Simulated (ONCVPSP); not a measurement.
tantalum (Ta), ONCV: configuration errors across variants

* Element: Ta (Z = 73)
* Generator: ONCVPSP 4.0.1
* Type: optimised norm-conserving Vanderbilt (ONCV)
* Functional: PBE
* Relativity: scalar-relativistic
* Frozen core: [Kr] 4d10
* Valence charge: 27
* Reference configuration: 4f14 5s2 5p6 5d3 6s2
* Partial waves: 5s+6s: rc 1.65 bohr, ncon 3, nbas 7, qcut 6.7 1/bohr, 2 projectors; 5p: rc 1.20 bohr, ncon 5, nbas 10, qcut 6.1 1/bohr, 2 projectors, debl 2.7 Ha; 5d: rc 2.70 bohr, ncon 4, nbas 9, qcut 5.4 1/bohr, 2 projectors, debl 2.2 Ha; 4f: rc 1.05 bohr, ncon 4, nbas 9, qcut 14.9 1/bohr, 2 projectors, debl 1.8 Ha
* Local potential: polynomial inside 0.85 bohr (lpopt 4, dvloc0 1 Ha)
* Core correction: Teter function, fcfact 4.75, rcfact 1.15

All-electron excitation energies from the reference (eV): (1) 4f14 5s2 5p6 5d3 6s1 8.468; (2) 4f14 5s2 5p6 5d3 6s0 23.440; (3) 4f14 5s2 5p6 5d2 6s0 47.044; (4) 4f14 5s2 5p6 5d3 6s0 6p2 8.595.

1 further variants failed, have other tests or too few solved ones, and are left out.

Errors AE − PS in meV (a dash: test not solved or not reliable):

```csv
change,(1),(2),(3),(4),bound ghosts,GHOST(+) flags above zero
base,-3.4,-13,-9.7,-5.1,none,"s, p, d"
s: qcut 4.5; p: qcut 4.1; d: qcut 3.6; f: qcut 9.9,-3.8,-30,-3.8,-13,none,"s, p, d"
s: qcut 4.8; p: qcut 4.4; d: qcut 3.9; f: qcut 10.8,-3.6,-25,-5.7,-11,none,"s, p, d"
s: qcut 5.5; p: qcut 5; d: qcut 4.5; f: qcut 12.3,-3.5,-18,-8.2,-7.9,none,"s, p, d"
s: qcut 6.1; p: qcut 5.5; d: qcut 4.9; f: qcut 13.6,-3.4,-15,-8.9,-6.3,none,"s, p, d"
s: qcut 6.8; p: qcut 6.2; d: qcut 5.5; f: qcut 15.1,-3.4,-13,-9.8,-4.9,none,"s, p, d"
s: qcut 7.3; p: qcut 6.6; d: qcut 5.8; f: qcut 16.1,-3.3,-12,-10,-4.2,none,"s, p, d"
s: qcut 8.4; p: qcut 7.6; d: qcut 6.7; f: qcut 18.6,-3.3,-10,-11,-3.3,none,"s, p, d"
s: qcut 9.1; p: qcut 8.3; d: qcut 7.3; f: qcut 20.2,-3.4,-9.8,-12,-3.1,none,"s, p"
```

**Question.** Give the same row for: s: qcut 8; p: qcut 7.3; d: qcut 6.4; f: qcut 17.8.

**Answer.** -3.3, -10, -9.4, -3.4; bound ghosts: none; GHOST(+) flags above zero: s, p, d.
